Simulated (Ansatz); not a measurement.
Computed with Ansatz on PBE0-D4/def2-TZVP structures; ΔE is electronic, products minus reactants. CBS: MP2 limit from def2 TZ/QZ plus the TZ coupled-cluster correction, frozen cores. This one scheme is used for every species. DFT in def2-TZVPP. For Br outer-core shells are correlated without core-valence functions, which leaves a few kJ/mol of doubt a bond. Scalar relativity is left out up to krypton. One conformer a species, not always the lowest.

`ClCC(Cl)Cl` + HBr → `ClC(Cl)Br` + `CCl`  (substitution at a C–C bond)

Question: Is it downhill or uphill in electronic energy at CCSD(T)/CBS, and by how much? (An estimate is asked.)

Answer: Ansatz gave: Uphill: ΔE = +0.51 eV.

Question: What do these levels give: PBE-D4, BLYP-D4, PBE, revPBE, PBE0, HF/def2-QZVPP? (Best estimate.)

Answer: The calculation gave: PBE-D4 0.42, BLYP-D4 0.39, PBE 0.39, revPBE 0.34, PBE0 0.46, HF/def2-QZVPP 0.54 eV.

Question: What do rigid-rotor, harmonic-oscillator terms from PBE0-D4/def2-TZVP frequencies (298.15 K, 1 bar) make of the CCSD(T)/CBS value? (An estimate is asked.)

Answer: Computed: ΔZPE = +0.06 eV, ΔH = +0.56 eV, ΔS = 18 J/(mol·K), ΔG = +0.50 eV.

Largest T1 diagnostic among the species: 0.009.

The D4 term adds +0.04 eV with B3LYP and +0.03 eV with PBE0; it sums over pairs of atoms, weighted by their polarisabilities, and B3LYP, whose exchange is more repulsive, gets the larger term. At CCSD(T), def2-SVP lies +0.24 eV from the extrapolated value and def2-TZVPP +0.03 eV. From PBE to PBE0 (25 % exact exchange), in def2-TZVPP and without D4, ΔE moves by +0.07 eV.

B3LYP here is the variant with VWN-RPA as its local correlation; programs differ in this.
